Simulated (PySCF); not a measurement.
# Electron correlation in Se(21+) (selenium, charge +21)

[Ne] 3s2 3p1, 2P determinant. All numbers are calculated (PySCF 2.14, the spin-free X2C one-electron Hamiltonian (Gaussian nucleus), in an uncontracted even-tempered set (18 s from 1.9 bohr⁻², ratio 2.5; 12 p from 2.4 bohr⁻², ratio 2.5; 5 d from 11 bohr⁻², ratio 2.7; 4 f from 17 bohr⁻², ratio 2.7)). Frozen: 1s2; 11 electrons correlated; the 22 highest virtual orbitals of each spin left out.

| level | correlation energy (mhartree) |
| --- | --- |
| CCSD | -469.70 |
| (T) | -2.00 |
| CCSD(T) | -471.70 |

Diagnostics: T1 = 0.0017, D1 = 0.0074, largest double amplitude 0.078.

Spin-orbit coupling, absent here, splits the open shell strongly.

Cost of the coupled-cluster step: roughly 60 core-seconds, for 11 correlated electrons.

Iterations:

```
CC2 = 0
CCSD nocc = (np.int64(6), np.int64(5)), nmo = (84, 84)
frozen orbitals [[0, 85, 86, 87, 88, 89, 90, 91, 92, 93, 94, 95, 96, 97, 98, 99, 100, 101, 102, 103, 104, 105, 106], [0, 85, 86, 87, 88, 89, 90, 91, 92, 93, 94, 95, 96, 97, 98, 99, 100, 101, 102, 103, 104, 105, 106]]
max_cycle = 100
direct = 0
conv_tol = 1e-08
conv_tol_normt = 1e-06
diis_space = 8
diis_start_cycle = 0
Init t2, MP2 energy = -0.442931916955329
Init E_corr(UCCSD) = -0.442931916955547
cycle = 1  E_corr(UCCSD) = -0.461375545607308  dE = -0.0184436287  norm(t1,t2) = 0.0255248
cycle = 2  E_corr(UCCSD) = -0.466950423317285  dE = -0.00557487771  norm(t1,t2) = 0.00873089
cycle = 3  E_corr(UCCSD) = -0.469713214655333  dE = -0.00276279134  norm(t1,t2) = 0.00309491
cycle = 4  E_corr(UCCSD) = -0.469696341750807  dE = 1.68729045e-05  norm(t1,t2) = 0.000151053
cycle = 5  E_corr(UCCSD) = -0.469697692369461  dE = -1.35061865e-06  norm(t1,t2) = 8.53686e-06
cycle = 6  E_corr(UCCSD) = -0.469697335194346  dE = 3.57175115e-07  norm(t1,t2) = 8.43462e-07
cycle = 7  E_corr(UCCSD) = -0.469697374354062  dE = -3.91597159e-08  norm(t1,t2) = 1.41939e-07
cycle = 8  E_corr(UCCSD) = -0.469697376312086  dE = -1.95802341e-09  norm(t1,t2) = 1.40776e-08
UCCSD converged
E(UCCSD) = -2163.488625146513  E_corr = -0.4696973763120857
UCCSD(T) correction = -0.00200069849602875
```

At this charge the one-electron X2C treatment keeps the bare 1/r₁₂, with no two-electron picture change or Breit term. The effect here is smaller than on the frozen 1s shell; and a scalar Hamiltonian misses the large spin-orbit splitting of the p shells, which matters for ns² → np² pairs.
